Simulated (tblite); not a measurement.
Compound: C6H9O2 (doublet state).
Atom-mapped SMILES: `[CH3:1][O:2][CH2:3][CH2:4][C:5]1=[CH:6][C@@H:7]1[O:8]` (hydrogens: H9, H10, H11 on C1; H12, H13 on C3; H14, H15 on C4; H16 on C6; H17 on C7)
Bond orders are those of one Lewis drawing.

Computed with GFN2-xTB (tblite), gas phase: L-BFGS steps from a force-field or distance-geometry start until the largest atomic force falls under 0.01 eV/Å.

Step 9: E = -691.2372 eV
```
atom  x, y, z in Å  |  force x, y, z in eV/Å
C1     -3.0128   -0.0627   -0.2739    0.018  -0.003   0.003
O2     -1.9873   -0.2409    0.6707    0.012  -0.002  -0.017
C3     -0.7145    0.0004    0.1177    0.004   0.021  -0.036
C4      0.3436   -0.2235    1.2032   -0.030   0.005  -0.005
C5      1.6749    0.1348    0.7356   -0.028  -0.011   0.097
C6      2.8192    0.7040    0.7087    0.036  -0.011   0.030
C7      2.5847   -0.1971   -0.5638   -0.011   0.004  -0.118
O8      2.2868    0.2964   -1.6748   -0.039   0.064  -0.038
H9     -2.8946   -0.7568   -1.1156   -0.033   0.004   0.009
H10    -3.9535   -0.2603    0.2362    0.036   0.001   0.004
H11    -3.0121    0.9623   -0.6661   -0.028  -0.014   0.013
H12    -0.5374   -0.6722   -0.7347    0.056  -0.015  -0.001
H13    -0.6533    1.0332   -0.2559    0.016   0.042  -0.004
H14     0.3220   -1.2746    1.5038   -0.006   0.003   0.016
H15     0.1018    0.3936    2.0743   -0.056  -0.025   0.011
H16     3.5637    1.3576    1.0908    0.007   0.003  -0.046
H17     3.0619   -1.1824   -0.5199    0.048  -0.065   0.083
```

Step 10: E = -691.2390 eV
```
atom  x, y, z in Å  |  force x, y, z in eV/Å
C1     -3.0123   -0.0629   -0.2743    0.012  -0.001   0.004
O2     -1.9852   -0.2407    0.6683    0.006  -0.008  -0.008
C3     -0.7124    0.0019    0.1167    0.003   0.019  -0.037
C4      0.3429   -0.2211    1.2047   -0.044  -0.017   0.005
C5      1.6756    0.1343    0.7404   -0.042   0.006   0.077
C6      2.8208    0.7010    0.7052    0.013  -0.007   0.056
C7      2.5852   -0.1979   -0.5645   -0.011   0.037  -0.151
O8      2.2864    0.2984   -1.6748   -0.034   0.020   0.012
H9     -2.8974   -0.7565   -1.1171   -0.027   0.002   0.017
H10    -3.9507   -0.2613    0.2402    0.031   0.003  -0.007
H11    -3.0137    0.9620   -0.6665   -0.027  -0.012   0.017
H12    -0.5327   -0.6722   -0.7337    0.055  -0.009  -0.016
H13    -0.6517    1.0347   -0.2561    0.018   0.044  -0.015
H14     0.3202   -1.2716    1.5041   -0.006  -0.036   0.017
H15     0.0910    0.3896    2.0775   -0.017   0.005  -0.001
H16     3.5628    1.3566    1.0862    0.039   0.022  -0.035
H17     3.0641   -1.1824   -0.5199    0.030  -0.066   0.065
```

Task: Estimate the geometry and energy of step 11. (The exact step hangs on the optimiser's Hessian estimate; all steps are aligned on step 10, rigid shifts and turns removed.)

Result: E = -691.2405 eV, largest force 0.106 eV/Å
```
atom  x, y, z in Å  |  force x, y, z in eV/Å
C1     -3.0117   -0.0632   -0.2746    0.004   0.000   0.003
O2     -1.9832   -0.2407    0.6659    0.009  -0.009  -0.007
C3     -0.7106    0.0035    0.1151    0.010   0.012  -0.027
C4      0.3414   -0.2193    1.2063   -0.035  -0.033   0.013
C5      1.6757    0.1343    0.7461   -0.034   0.016   0.036
C6      2.8220    0.6981    0.7033   -0.007  -0.011   0.049
C7      2.5860   -0.1984   -0.5673    0.000   0.048  -0.094
O8      2.2852    0.3007   -1.6753   -0.028  -0.020   0.040
H9     -2.9003   -0.7561   -1.1182   -0.018  -0.005   0.017
H10    -3.9475   -0.2622    0.2437    0.014   0.001  -0.009
H11    -3.0156    0.9616   -0.6666   -0.022  -0.003   0.016
H12    -0.5275   -0.6722   -0.7331    0.047   0.004  -0.026
H13    -0.6500    1.0369   -0.2565    0.017   0.033  -0.021
H14     0.3184   -1.2698    1.5047   -0.010  -0.057   0.014
H15     0.0810    0.3862    2.0804    0.011   0.026  -0.011
H16     3.5631    1.3563    1.0814    0.049   0.023  -0.029
H17     3.0666   -1.1836   -0.5191   -0.006  -0.025   0.035
```

The energy changes by -0.0014 eV. The first-order estimate −F·Δx gives -0.0021 eV and the mean of the old and new forces, exact on a quadratic surface, -0.0014 eV. The step makes an angle of 63° with the force vector and moves no atom by more than 0.011 Å.

What follows is the cost of the whole relaxation. Time: 0.47 s of wall time. Hardware: Arm Neoverse V1, one thread, no GPU (shared host).
